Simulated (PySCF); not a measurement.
**Calculated NMR data**

Level of theory: σ from GIAO-PBE0/pcSseg-1, geometry: GFN2-xTB, in PySCF 2.14.0 with density-fitted response routines (no relativistic terms, averaged over atoms made equivalent by symmetry, fast rotation or ring inversion, one conformer, no solvent model).

Referencing at the same level of theory: ¹H, ¹³C against TMS. Splittings of carbon signals by F and P are missing where no couplings were computed. Where no couplings were computed, multiplicities follow the n + 1 count of equivalent neighbours, and m marks all less simple cases (inequivalent or close neighbours, rings, F or P nearby). Acid and N–H amide carbonyl carbons lie up to 10 ppm further downfield in solution (hydrogen bonding). Shifts are as computed. Against solution values, carbons near 30 ppm lie about +3 ppm off and those near 130 ppm about +5 ppm. Of 1313 compounds with measured shifts, 239 miss one by over three times the rms of a fit or turn the order of signals round; such compounds aren't used in these exercises. OH and NH positions are gas-phase values without hydrogen bonding to other molecules.

**1.** SMILES CC1c2ccccc21, C₈H₈. ¹H NMR (600 MHz, computed): δ 7.53 (m, 2H), 7.39 (m, 2H), 3.97 (m, 1H), 1.61 (d, 3H). ¹³C{¹H} NMR (computed): δ 141.4 (C), 133.8 (CH), 118.2 (CH), 33.0 (CH), 25.5 (CH3).

**2.** `C=C(F)NC(=O)CC`, C₅H₈FNO. ¹H NMR (600 MHz, computed): δ 6.15 (br, 1H), 5.57 (m, 1H), 4.43 (m, 1H), 2.21 (q, 2H), 1.22 (t, 3H). ¹³C{¹H} NMR (computed): δ 171.2 (C), 161.0 (C), 78.2 (CH2), 32.5 (CH2), 10.0 (CH3).
